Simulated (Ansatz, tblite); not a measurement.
Adding an electron: Ca₄O₃⁺ (the lowest doublet isomer of a short search). Total charge 1; doublet. Geometry: PBE0-D4/def2-SVP. Ansatz, gas phase; energy differences of separate SCF runs; the reduced species is a singlet (the triplet lies 0.60 eV higher at PBE0-D4/def2-TZVP).

```xyz
7

Ca   -0.3952    1.8982   -0.9496
Ca    2.1377   -0.2265    0.2007
Ca   -0.6217   -1.2131   -0.8723
Ca   -0.8672    0.0363    1.9769
O     0.4836   -1.2639    1.0051
O    -1.6111    0.4932    0.0541
O     0.8739    0.2757   -1.4150
```

The xTB rows come from tblite. The structure comes from a short search, and lower isomers may exist.

(1) Estimate orbital energies and vertical electron affinities at: GFN1-xTB; GFN2-xTB; PBE-D4/def2-TZVP; PBE0-D4/def2-TZVP; r2SCAN0-D4/def2-TZVP.

## Answers

(1) 
```csv
level,−HOMO (eV),−LUMO (eV),vertical EA (eV),HOMO–LUMO gap (eV)
GFN1-xTB,–,–,7.83,–
GFN2-xTB,–,–,11.61,–
PBE-D4/def2-TZVP,6.35,5.63,4.07,0.73
PBE0-D4/def2-TZVP,6.83,4.90,3.86,1.94
r2SCAN0-D4/def2-TZVP,6.82,4.77,3.70,2.05
```

  HOMO and LUMO are the levels of the spin that leaves or enters (xTB has no such levels and no spin-polarisation term). Other spin states of the ions may lie lower, which would lower the ionisation energy or raise the affinity. Raw xTB energy differences between charge states are shifted by several eV; the methods need an empirical correction for them.
